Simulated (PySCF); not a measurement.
Structure problem from calculated spectra and properties.

Elements present: C, Ge and H. Monoisotopic mass: 190.0777 u.

| Item | Value |
| --- | --- |
| 13C NMR | chemical shifts (computed TMS as zero) by class: 10.7 (4 C), 3.9 (4 C) ppm [GIAO B97-2/pcSseg-1] |
| XPS | C1s 289.6 (×4), C1s 290.4 (×4) eV [ΔSCF SCAN, pcX-2 on the ionised atom, pcseg-1 elsewhere, spin-free X2C] |
| Rotational structure | rotational constants A, B, C: 1.140, 1.125, 0.730 GHz [PBE0-D3(BJ)/def2-SVP] |
| 1H NMR | chemical shifts (computed TMS as zero) by class: 1.02 (12 H), 0.58 (8 H) ppm [GIAO B97-2/pcSseg-1] |
| NMR, other nuclei | isotropic shieldings of nuclei other than C and H, by class: 1309 (1 Ge) ppm [GIAO B97-2/pcSseg-1] |
| Dipole | 0.01 D [B97-2/pcSseg-1] |

Gas-phase values; electronic properties from PySCF, density fitting. Levels stand in brackets. One conformer (not necessarily the lowest) at the PBE0-D3(BJ)/def2-SVP geometry, without solvent, vibrations or thermal averaging. Relativistic effects, spin–orbit coupling among them, are left out (core-ionisation runs apart) although an element past zinc is present. NMR classes are plain means over equivalent atoms (diastereotopic ones count apart unless rotation or inversion swaps them), as if these changed places fast.

Question: Which formula fits the mass and the elements?

Answer: C8H20Ge (calculated 190.0777). No other formula that holds each of these elements comes within 0.0003 u with a fitting electron parity and a possible valence count.

Question: Give a SMILES that accounts for the data.

Answer: Numbering: `[CH3:1][CH2:2][Ge:3]([CH2:4][CH3:5])([CH2:6][CH3:7])[CH2:8][CH3:9]`. 8 carbons fall into 2 classes; from least to most shielded: methyl carbon [C1/C5/C7/C9] (10.7 ppm, 4 C), sp3 carbon bound to germanium [C2/C4/C6/C8] (3.9 ppm, 4 C). Hydrogen classes from least to most shielded: 12 H on 4 methyl carbons, C1/C5/C7/C9 (1.02 ppm), 8 H on 4 like atoms (sp3 carbon bound to germanium), C2/C4/C6/C8 (0.58 ppm). The other shieldings belong to: 1309 ppm, germanium bonded to 4 C [Ge3]. The core levels belong to: C1s 289.6 eV, sp3 carbon bound to germanium [C2/C4/C6/C8]; C1s 290.4 eV, methyl carbon [C1/C5/C7/C9]. One atom of each topological class was ionised and stands for its class. No core level of Ge was computed. By its constants the optimised geometry is a nearly oblate symmetric top. Structure: tetraethylgermane, `C[CH2][Ge]([CH2]C)([CH2]C)[CH2]C`. Computed isomers that give other values at the same levels: `[H][Ge]([H])([C](C)(C)C)[C](C)(C)C` (core binding energies: C1s 290.0 (×2), C1s 290.3 (×6) eV). The assignments are read from this structure; whether some other isomer fits the data as well wasn't checked. NMR values of atoms bound to Ge lack the spin–orbit term that these neighbours bring.

The values belong to the conformer `[CH3:1][CH2:2][Ge:3]([CH2:4][CH3:5])([CH2:6][CH3:7])[CH2:8][CH3:9]`: C1–C2–Ge3–C4 179°, C2–Ge3–C4–C5 -178°, C2–Ge3–C6–C7 57°, C2–Ge3–C8–C9 -55°.
